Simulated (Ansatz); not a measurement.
`[BH2][GeH2][CH]=O` + H–F → `[BH2][GeH2][F]` + `C=O` at 500 K and 1 bar (ligand exchange at a Ge–C bond).

Isolated molecules relaxed with PBE0-D4/def2-TZVP in Ansatz; ΔE leaves out vibrations. CCSD(T)/CBS adds triple-zeta CCSD(T) − MP2 to the extrapolated MP2 energy (def2 sets, frozen cores). This one scheme is used for every species. For Ge outer-core shells are correlated without core-valence functions, which leaves a few kJ/mol of doubt a bond. Scalar relativity is left out up to krypton. One conformer a species, not always the lowest.

```tsv
species	CCSD(T)/CBS energy (Eh)	H − E (kJ/mol)	S (J/(mol·K))
`[BH2][GeH2][CH]=O`	-2217.06538	183.9	406.8
H–F	-100.39570	39.4	188.7
`[BH2][GeH2][F]`	-2203.09407	133.7	350.3
`C=O`	-114.39408	87.9	238.5
```

H − E and S are ideal-gas, rigid-rotor, harmonic terms from PBE0-D4/def2-TZVP, for one conformer and one mirror image of each species. 1 Eh = 2625.50 kJ/mol, R = 8.31446 J/(mol·K).

Question: By hand: ΔE, ΔH, ΔS and ΔG.

Answer: ΔE = (-2203.09407) + (-114.39408) − (-2217.06538) − (-100.39570) = -0.02707 Eh = -71.1 kJ/mol. Δ(H − E) = 133.7 + 87.9 − 183.9 − 39.4 = -1.7, so ΔH = -72.8 kJ/mol. ΔS = 350.3 + 238.5 − 406.8 − 188.7 = -6.7 J/(mol·K). ΔG = -72.8 − 500 × (-6.7)/1000 = -69.5 kJ/mol.

Question: By hand: the equilibrium constant, and the temperature at which ΔG would vanish if ΔH and ΔS stayed fixed.

Answer: log₁₀ K = −ΔG/(RT ln 10) = 7.3. ΔG = 0 at ΔH/ΔS = 10866 K, far beyond where these terms or the molecules hold.

The number of gas molecules stays the same, so ΔS is small and ΔH decides. A doubt of 5 kJ/mol in ΔE shifts log₁₀ K by 0.5 here. Other conformers and mirror images would add mixing entropy, several J/(mol·K) or more a flexible species. Modes under 60 cm⁻¹, often nearly free rotors, make the harmonic entropy too high. These are equilibria of isolated gas molecules and say nothing of rates. Largest T1 diagnostic: 0.016 (customary marks: 0.02 for closed shells, 0.045 for open ones).
